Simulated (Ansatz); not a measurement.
Born–Oppenheimer molecular dynamics of ClH4InO2 (8 atoms, charge 0, multiplicity 1). It starts at the highest image of a converged band. Of that band: Beside the main top the profile has a ripple of under 15 meV (maxima at images 1, 4), which may be a very shallow well or noise. A vibrational analysis at the climbing image gives one clearly imaginary mode, 1011i cm⁻¹: a first-order saddle point.

Level of theory: RKS PBE/def2-SVP in Ansatz 0.2.0.

```json
{"ensemble": "NVE (velocity Verlet)", "time step": "0.5 fs", "steps asked": "200", "starting velocities drawn for": "300 K", "seed": "6587"}
```

First frame:

```xyz
8
Properties=species:S:1:pos:R:3
In 0.085 0.100 0.042
O -0.062 0.140 2.187
H -0.942 -0.113 2.539
O 1.895 -0.400 -0.679
H 1.802 -0.635 -1.624
Cl -1.971 -0.287 -1.068
H 0.108 2.002 0.903
H -0.027 1.409 1.659
```

(1) How far do the bonds stretch over the last three quarters of this one trajectory? (Pairs bonded in most of those frames.)

Answers

(1) 
| bond | mean (Å) | spread (Å) | shortest | longest |
| --- | --- | --- | --- | --- |
| In1–O2 | 2.023 | 0.091 | 1.89 | 2.16 |
| In1–O4 | 2.030 | 0.053 | 1.94 | 2.10 |
| In1–Cl6 | 2.409 | 0.059 | 2.29 | 2.48 |
| O2–H3 | 0.981 | 0.015 | 0.95 | 1.01 |
| O4–H5 | 0.980 | 0.014 | 0.96 | 1.00 |
| H7–H8 | 0.770 | 0.016 | 0.75 | 0.80 |

Mean temperature of the second half: 596 K. The conserved energy stayed within 0.093 meV per atom of its start (net change 0.0095 meV per atom), so the integration is sound. The kinetic energy rose, since the run started high on the potential surface and went downhill. It ends in pieces (ClH2InO2 + H2), so much of that is their flight and rotation, not heat. A run of 0.1 ps of so small a system gives no equilibrium averages. The orbitals stay closed-shell, which can raise the energy where a bond breaks towards radicals; this wasn't checked here.

Time of the run: 5.5 min on 2 threads of Arm Neoverse V1, with other jobs on the host, peak memory 0.13 GiB.
